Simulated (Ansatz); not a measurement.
C3H4Si, SMILES `[SiH2]=C1C=C1` (charge 0, multiplicity 1).

Z-matrix (Å, degrees):
```
C
C 1 1.4291
C 2 1.3107 1 62.71
H 3 1.0756 2 149.76 1 179.56
H 2 1.0756 3 149.76 4 0.00
Si 1 1.7809 2 150.03 5 -26.95
H 6 1.4869 1 106.93 2 172.24
H 6 1.4869 7 109.92 1 115.72
```
Charge 0, spin multiplicity 1.

Frozen-core energies in 6-31g from Ansatz (an electronic-structure program) at a geometry from B3LYP-D3(BJ)/def2-TZVP; the HF reference has <S^2> = 0.00 (restricted, and unstable towards unrestricted orbitals) and the T1 diagnostic is 0.027.

| level | energy (Ha) |
|---|---|
| HF | -404.58645 |
| MP2 | -404.89944 |
| CCSD | -404.93648 |

**Question.** Estimate the energies of CCSD(T), CCSDT and CCSDT(Q), and give each level's difference from CCSDT(Q).

**Answer.** 
```
level     energy (Ha)  difference from CCSDT(Q) (mHa)
--------  -----------  ------------------------------
MP2        -404.89944                           53.80
CCSD       -404.93648                           16.76
CCSD(T)    -404.95116                            2.07
CCSDT      -404.95197                            1.27
CCSDT(Q)   -404.95323                            0.00
```
